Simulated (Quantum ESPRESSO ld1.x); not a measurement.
Q: Rh+, 44 electrons, occupied as [Ar] 3d10 4s2 4p5 4d8 5d1 (not the ground configuration). Calculated with ld1.x of Quantum ESPRESSO 7.5: scalar-relativistic Kohn-Sham, LDA (Slater exchange, VWN5 correlation), spin-polarised, spherical densities, point nucleus; open shells are filled with parallel spins first. Some entries of the table are withheld. Estimate them.

| orbital | occ. | eigenvalue (hartree) | <r^2> (bohr^2) | r(max) (bohr) |
|---|---|---|---|---|
| 1s up | 1 | -846.296 | 0.001441 | 0.02120 |
| 1s down | 1 | -846.287 | 0.001441 | 0.02120 |
| 2s up | 1 | -123.309 | 0.02379 | 0.1199 |
| 2s down | 1 | -123.290 | 0.02379 | 0.1199 |
| 2p up | 3 | -110.662 | 0.01871 | 0.09577 |
| 2p down | 3 | -110.644 | 0.01871 | 0.09577 |
| 3s up | 1 | -22.5786 | 0.1753 | 0.3519 |
| 3s down | 1 | -22.5599 | 0.1752 | 0.3519 |
| 3p up | 3 | -18.4204 | 0.1777 | 0.3448 |
| 3p down | 3 | -18.4000 | 0.1775 | 0.3449 |
| 3d up | 5 | -11.7481 | 0.1643 | 0.2909 |
| 3d down | 5 | -11.7243 | 0.1640 | 0.2910 |
| 4s up | 1 | -3.70891 | 1.073 | 0.8782 |
| 4s down | 1 | -3.61851 | 1.074 | 0.8770 |
| 4p up | 3 | -2.52075 | 1.304 | 0.9388 |
| 4p down | 2 | -2.43152 | 1.312 | 0.9381 |
| 4d up | 5 | (1) | (2) | 1.117 |
| 4d down | 3 | (3) | (4) | 1.123 |
| 5s up | 0 | -0.58045 | 8.180 | 2.330 |
| 5s down | 0 | -0.54706 | 8.355 | 2.357 |
| 5p up | 0 | -0.36946 | 12.95 | 2.842 |
| 5p down | 0 | -0.34065 | 13.27 | 2.872 |
| 5d up | 1 | -0.15888 | 36.59 | (5) |
| 5d down | 0 | -0.13703 | 41.30 | (6) |

A: 
(1) 4d up eigenvalue (hartree): -0.83113
(2) 4d up <r^2> (bohr^2): 2.402
(3) 4d down eigenvalue (hartree): -0.75514
(4) 4d down <r^2> (bohr^2): 2.513
(5) 5d up r(max) (bohr): 5.025
(6) 5d down r(max) (bohr): 5.249
